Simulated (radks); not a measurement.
Charge is removed step by step from the 6s1/2 level of the praseodymium ion Pr+, starting from [Xe] 4f3 6s1. All-electron calculation, Dirac Kohn-Sham, PBE, spin-unpolarised, spherical densities, finite nucleus; open shells fill j = l - 1/2 first; Fermi nuclear charge, rms radius 4.8919 fm. Program: a radial shooting solver on a logarithmic mesh with Libxc functionals.

removed (e),E - E(0) (eV),eigenvalue (eV),E minus straight line (eV)
0,0.000,-8.072,0.000
0.125,1.047,-8.688,-0.280
0.25,2.172,-9.313,-0.482
0.375,3.376,-9.948,-0.605
0.5,4.660,-10.595,-0.648
0.625,6.025,-11.253,-0.610
0.75,7.473,-11.920,-0.489
0.875,9.005,-12.582,-0.284
1,10.616,-13.172,0.000

Removing the whole electron costs 10.616 eV by Delta-SCF, against 8.072 eV from minus the eigenvalue at the starting occupation. Slater's transition state (half an electron removed) gives 10.595 eV. Integrating minus the eigenvalue over the occupation (Janak's theorem) gives 10.616 eV. The mean slope of the eigenvalue, de/dn, is 5.10 eV per electron. Ionisation energy of Pr+ in the NIST Atomic Spectra Database: 10.63 eV (semi-empirical).

Beside tabulated values, note that spin-unpolarised runs miss the spin-polarisation part of the exchange energy of open shells.
